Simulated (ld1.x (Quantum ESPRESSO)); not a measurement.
LDA (PZ) RRKJ dataset for sulfur (S), scalar-relativistic all-electron reference.

```json
{
  "Element": "sulfur (S)",
  "Generator": "ld1.x (Quantum ESPRESSO) 7.5",
  "Type": "norm-conserving RRKJ (Kleinman–Bylander form)",
  "Functional": "LDA (PZ)",
  "Relativity": "scalar-relativistic",
  "Frozen core": "[Ne]",
  "Valence charge": "6",
  "Reference configuration": "3s2 3p4",
  "Partial waves": "3p (bound): rc 1.20 bohr; 3d channel at 0.2 Ry: rc 1.35 bohr; 3s (bound): rc 1.30 bohr",
  "Local potential": "the s channel",
  "Core correction": "a·sin(br)/r model core inside 1.05 bohr"
}
```

All-electron outer shells of the reference configuration (LDA (PZ), scalar-relativistic, ld1.x):

```tsv
shell	level (eV)	outermost node (bohr)	outermost maximum (bohr)
2s	-210.79	0.13	0.39
2p	-156.52	–	0.33
3s	-17.28	0.60	1.40
3p	-7.11	0.58	1.59
```

**Question.** Estimate the cutoffs (Ry, on a coarse ladder) from which the occupation-weighted sum of valence levels, in a spherical-Bessel basis at the reference potential, stays within 10 and 1 mRy of its value at 400 Ry.

**Answer.** 70 Ry and 90 Ry.

**Question.** What does a ghost test show?

**Answer.** No extra level below or beside the all-electron valence levels (p, d, s, f tested).

**Question.** Which valence shell sets the plane-wave cutoff?

**Answer.** 3p: its level needs 80 Ry to come within 1 mRy, against 55 Ry for 3s.

**Question.** Tests: 3s2 3p3; 3s2 3p2; 3s2 3p1; 3s1 3p4; 3s2 3p3.5; 3s2 3p0; 3s1 3p5. Which has the largest error in its energy relative to the reference configuration, and how large is it?

**Answer.** 3s2 3p0, with +184 meV (all-electron minus pseudo) on +115.38 eV.
